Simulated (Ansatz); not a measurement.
Isomers of CH3BSi. Isolated molecules, 0 K electronic values unless said otherwise. Strings in code marks are SMILES.

Quantity: vertical ionisation energy (energy after one electron is removed minus that of the parent at the parent's geometry), in eV. The restricted reference of `B1=C[SiH2]1` is unstable towards unrestricted orbitals.

A: `B=C=[SiH2]`
B: `B1=C[SiH2]1`
C: `B1C=[SiH]1`

**Question.** Order them by vertical ionisation energy (energy after one electron is removed minus that of the parent at the parent's geometry) (lowest first) at the level frozen-core CCSD(T)/cc-pVQZ // B3LYP-D3(BJ)/def2-TZVP (Ansatz, a quantum-chemistry and plane-wave program).

**Answer.** A (8.76 eV), C (9.45 eV), B (9.57 eV)
